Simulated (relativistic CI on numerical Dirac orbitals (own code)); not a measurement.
# Cr⁵⁺ in a cubic cluster: 3s photoemission with charge transfer

Computed with a charge-transfer multiplet model of a cubic metal-ligand cluster with up to 2 ligand holes, Slater and spin-orbit integrals from Dirac-Coulomb-Breit ions, Slater integrals scaled by 0.7. The ground state mixes d1 with configurations of k ligand holes L, whose averages lie at kΔ + k(k − 1)U_dd/2; a core hole lowers each added d electron by U_cd. 300 K, Lorentzian 1.4 eV and Gaussian 0.8 eV FWHM.

Atomic integrals in eV (Slater integrals scaled, ζ unscaled), ground: F2dd 8.205, F4dd 5.167, zeta_d 0.045; with the core hole: F2dd 8.205, F4dd 5.167, zeta_d 0.051, G2cd 8.936. Where a configuration has fewer than two d electrons, the dd integrals are those of d2.

Cluster parameters (eV): Δ = 0.9, U_dd = 6.5, U_cd = 7.5, 10Dq = 1.45, 10Dq(ligand) = 0.9, final-state hopping factor = 0.8.

```csv
Case,n_d,d1,d2L,d3L2,S
"V(eg) = 2.05 eV, V(t2g) = -1.02 eV",1.75,0.35,0.54,0.11,0.50
"V(eg) = 2.95 eV, V(t2g) = -1.47 eV",1.83,0.31,0.54,0.15,0.50
"V(eg) = 3.25 eV, V(t2g) = -1.62 eV",1.85,0.30,0.54,0.16,0.50
"V(eg) = 3.55 eV, V(t2g) = -1.77 eV",1.87,0.29,0.54,0.16,0.50
"V(eg) = 3.85 eV, V(t2g) = -1.92 eV",1.89,0.29,0.54,0.17,0.50
```

Weights, n_d and S are thermal averages at 300 K. Binding energies count from the first peak over 30 % of the highest in each spectrum, which can be another peak from case to case. The parameters are a model scan and need not match a compound or its usual spin state. Peaks in eV (height, largest 100):
- V(eg) = 2.05 eV, V(t2g) = -1.02 eV: 0.0 (100), 3.7 (51), 6.0 (35), 12.5 (15), 13.5 (15)
- V(eg) = 2.95 eV, V(t2g) = -1.47 eV: 0.0 (100), 3.7 (39), 12.1 (11), 15.2 (7)
- V(eg) = 3.25 eV, V(t2g) = -1.62 eV: 0.0 (100), 3.6 (38), 13.1 (10), 16.4 (6)
- V(eg) = 3.55 eV, V(t2g) = -1.77 eV: 0.0 (100), 3.6 (38), 14.1 (9)
- V(eg) = 3.85 eV, V(t2g) = -1.92 eV: 0.0 (100), 3.6 (39), 15.0 (8)

Curve for V(eg) = 3.55 eV, V(t2g) = -1.77 eV (points under 2 left out, the grid thinned):

```csv
E (eV),Intensity
-3.3,5.6
-2.8,7.6
-2.2,11.8
-1.7,18.7
-1.2,32.9
-0.7,61.3
-0.1,98.3
0.4,87.6
0.9,53.4
1.4,31.3
2.0,22.1
2.5,23.5
3.0,30.9
3.6,38.4
4.1,32.3
4.6,22.4
5.1,17.4
5.7,15.4
6.2,14.5
6.7,12.8
7.2,11.2
7.8,10.0
8.3,8.9
8.8,7.4
9.4,5.7
9.9,4.6
10.4,3.7
10.9,3.0
11.5,2.9
12.0,3.1
12.5,4.0
13.0,5.5
13.6,7.8
14.1,8.6
14.6,7.9
15.2,6.1
15.7,4.6
16.2,4.1
16.7,4.3
17.3,4.8
17.8,4.6
18.3,4.1
18.8,3.6
19.4,2.9
19.9,2.1
```

For the case V(eg) = 2.95 eV, V(t2g) = -1.47 eV, Δ = 0.9 eV is smaller than U_dd = 6.5 eV, the charge-transfer side of the Zaanen-Sawatzky-Allen scheme. With the core hole the average of the configuration with one ligand hole lies at Δ − U_cd = -6.6 eV before mixing: it lies below the unscreened one, so the lowest final states are mostly screened and the unscreened weight appears at higher binding energy as a satellite.

With at most 2 ligand holes the space is cut while the next configuration still counts, so covalency is underestimated, and a final configuration with one more ligand hole, which can lie low, is missing from the spectra.

Without intra-shell correlation the exchange splitting of the 3s hole comes out too large.
